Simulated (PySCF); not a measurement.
B3LYP has the VWN-RPA correlation part, as in Gaussian. Delta-SCF ions had no search for a lower state. Excitations are Tamm–Dancoff values on a coarser integration grid. The basis has no diffuse functions, so Rydberg states are missing or too high.

Cartesian coordinates (Å):
SMILES: C(C=C=C)[SiH3]
```xyz
13

C     -2.7908    -0.1194    -0.1398
C     -1.5488    -0.4398     0.0791
C     -0.3032    -0.7596     0.2870
C      0.8233    -0.5238    -0.6832
Si     1.9400     0.8956    -0.1241
H     -3.1763     0.8617     0.1161
H     -3.4876    -0.8229    -0.5829
H     -0.0403    -1.2006     1.2457
H      0.4309    -0.2906    -1.6748
H      1.4335    -1.4269    -0.7794
H      1.1741     2.1632    -0.1062
H      3.0951     1.0375    -1.0449
H      2.4501     0.6255     1.2421
```
Charge 0, spin multiplicity 1.

Task: What is the computed S1 oscillator strength, S1–T1 gap (TDA), T1 excitation (TDA), HOMO–LUMO gap and vertical ionisation energy (Delta-SCF) (B3LYP-D3(BJ)/def2-TZVP in PySCF)?

Result: 
* **S1 oscillator strength**: 0.005
* **S1–T1 gap (TDA)**: 0.91 eV
* **T1 excitation (TDA)**: 4.50 eV
* **HOMO–LUMO gap**: 6.73 eV
* **vertical ionisation energy (Delta-SCF)**: 8.99 eV
